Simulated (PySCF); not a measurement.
A side-by-side comparison of computed properties.

First species: C2H8O3Si2.
SMILES: `C=CO[Si@H](O)O[SiH3]`

Second species: C3H7N2PSi.
SMILES: `Cc1nn([SiH3])cp1`

Levels: B3LYP/def2-SVPD for dipole moment, HOMO energy, LUMO energy, HOMO–LUMO gap, static isotropic polarisability and electronic spatial extent ⟨r²⟩ about the centre of nuclear charge; TDDFT B3LYP/def2-SVPD for lowest singlet excitation; TDA B3LYP/def2-SVPD for lowest triplet excitation (Tamm–Dancoff); GFN2-xTB for rotational constant A and rotational constant C. Geometries: GFN2-xTB. Each structure is a single optimised conformer of the isolated species, non-relativistic unless stated. Electronic properties by PySCF.

The conformers computed, where there is a choice (atom-mapped SMILES and torsion angles):
- `[CH2:1]=[CH:2][O:3][Si@H:4]([OH:5])[O:6][SiH3:7]`: C1–C2–O3–Si4 1°, C2–O3–Si4–O5 -58°, O3–Si4–O6–Si7 29°, H–O5–Si4–O3 -161°

```tsv
property	column X	column Y
dipole moment	0.90 D	1.82 D
HOMO energy	-6.86 eV	-6.59 eV
LUMO energy	-0.28 eV	-0.84 eV
HOMO–LUMO gap	6.58 eV	5.75 eV
lowest singlet excitation	5.97 eV	5.35 eV
lowest triplet excitation (Tamm–Dancoff)	4.46 eV	3.71 eV
static isotropic polarisability	83.5 au	99.9 au
electronic spatial extent ⟨r²⟩ about the centre of nuclear charge	1416 bohr²	1191 bohr²
rotational constant A	3.882 GHz	3.659 GHz
rotational constant C	0.821 GHz	0.963 GHz
```

(1) Which column belongs to which species?

(2) How does each property change from the first species to the second?

Results:

(1) Column X is the first species and column Y the second. The first has 15 atoms and 72 electrons, the second 14 and 68.

(2) dipole moment +0.92 D; HOMO energy +0.27 eV; LUMO energy -0.56 eV; HOMO–LUMO gap -0.83 eV; lowest singlet excitation -0.62 eV; lowest triplet excitation (Tamm–Dancoff) -0.75 eV; static isotropic polarisability +16.4 au; electronic spatial extent ⟨r²⟩ about the centre of nuclear charge -225 bohr²; rotational constant A -0.223 GHz; rotational constant C +0.142 GHz.

On the first: The principal polarisabilities are 70.3, 79.2 and 101.2 au; their mean is the isotropic value. The vertical singlet–triplet gap S1 − T1 is 1.51 eV (TDDFT singlet less Tamm–Dancoff triplet; S1: HOMO→LUMO, weight 0.98; T1: HOMO→LUMO+1, weight 0.46, beside HOMO→LUMO+2, weight 0.31). GFN2-xTB frequencies show an imaginary mode (33i cm⁻¹), so this geometry is no minimum at that level.

On the second: S1 lies 0.40 eV below the HOMO–LUMO gap; its leading configuration is HOMO−1→LUMO, weight 0.96.
